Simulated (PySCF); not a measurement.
Compound: C2H10Si2.
Geometry (PBE0-D3(BJ)/def2-SVP, Å), atoms numbered from 1 in this order:
```xyz
14
C2H10Si2 angstrom
C     -2.043    0.160    0.114
C     -1.332   -0.502    1.290
Si     0.424    0.134    1.596
Si     1.772   -0.193   -0.298
H     -2.112    1.251    0.243
H     -3.068   -0.223   -0.008
H     -1.513   -0.021   -0.835
H     -1.905   -0.360    2.223
H     -1.267   -1.594    1.141
H      1.040   -0.574    2.764
H      0.398    1.600    1.910
H      1.724   -1.628   -0.725
H      1.297    0.647   -1.442
H      3.197    0.168   -0.014
```

The calculation used PBE0-D3(BJ)/def2-SVP geometry optimisation, gas phase (PySCF).

Take the most abundant isotopes and a rigid rotor. The values belong to one conformer with, in the numbering `[CH3:1][CH2:2][SiH2:3][SiH3:4]`, C1–C2–Si3–Si4 -59°.

**Question.** Give the principal moments of inertia and the rotational constants in MHz.

**Answer.** Ia = 81.84, Ib = 222.64, Ic = 275.39 u·Å²; 505379 MHz·u·Å²/I gives A = 6175, B = 2270, C = 1835 MHz.

**Question.** What kind of rotor is it?

**Answer.** An asymmetric top. Ray's parameter κ = (2B − A − C)/(A − C) = -0.800; −1 is the prolate and +1 the oblate limit.

**Question.** What does the inertial defect say?

**Answer.** Not planar: Δ = Ic − Ia − Ib = -29.09 u·Å². For a rigid frame Δ = −2 Σ m c², so Σ m c² = 14.55 u·Å² lies off the ab plane: 10.34 from hydrogen and 4.20 from heavier atoms. The atom farthest from that plane is 1.60 Å away.

**Question.** Give the other two planar moments, Paa and Pbb, and the rms extents of the mass along the axes.

**Answer.** Paa = Σ m a² = (Ib + Ic − Ia)/2 = 208.10 and Pbb = Σ m b² = (Ia + Ic − Ib)/2 = 67.29 u·Å². With the mass M = 90.03 u, the rms extents √(P/M) along a, b and c are 1.52, 0.86, 0.40 Å.

**Question.** Where do the levels up to J = 4 lie, in cm⁻¹?

**Answer.** Above 0(0,0):
J = 1: 1(0,1) 0.1369, 1(1,1) 0.2672, 1(1,0) 0.2817
J = 2: 2(0,2) 0.4096, 2(1,2) 0.5266, 2(1,1) 0.5701, 2(2,1) 0.9609, 2(2,0) 0.9620
J = 3: 3(0,3) 0.8159, 3(1,3) 0.9149, 3(1,2) 1.0019, 3(2,2) 1.3717, 3(2,1) 1.3773, 3(3,1) 2.0600, 3(3,0) 2.0600
J = 4: 4(0,4) 1.3526, 4(1,4) 1.4315, 4(1,3) 1.5761, 4(2,3) 1.9185, 4(2,2) 1.9352, 4(3,2) 2.6098, 4(3,1) 2.6102, 4(4,1) 3.5706, 4(4,0) 3.5706
Those of J = 1 are B + C, A + C and A + B.

**Question.** Predict some low-J microwave lines.

**Answer.** The dipole components are |μa| = 0.99 D, |μb| = 0.16 D, |μc| = 0.23 D. Intensities carry the squares of the components, which stand as 1.00 : 0.03 : 0.06 (a : b : c). Some lines, for components of 0.1 D or more:

| type | branch | J(Ka,Kc) | MHz | lower level (cm⁻¹) |
| --- | --- | --- | --- | --- |
| a | R | 2(1,2) ← 1(1,1) | 7775 | 0.267 |
| b | Q | 2(2,0) ← 2(1,1) | 11751 | 0.570 |
| b | Q | 4(2,3) ← 4(1,4) | 14600 | 1.431 |
| a | R | 4(3,1) ← 3(3,0) | 16494 | 2.060 |
| a | R | 4(2,2) ← 3(2,1) | 16725 | 1.377 |
| a | R | 4(1,3) ← 3(1,2) | 17216 | 1.002 |
| c | R | 3(1,2) ← 2(0,2) | 17754 | 0.410 |
| c | R | 4(1,3) ← 3(0,3) | 22791 | 0.816 |
| c | R | 3(2,2) ← 2(1,2) | 25336 | 0.527 |
| b | R | 3(2,1) ← 2(1,2) | 25506 | 0.527 |
| b | Q | 4(4,0) ← 4(3,1) | 28790 | 2.610 |

PBE0-D3(BJ)/def2-SVP frequencies: not computed here. No vibrational averaging or centrifugal distortion is included, and the geometry carries the error of its method. A rigid rotor knows nothing of internal rotation, which can split or shift real lines.
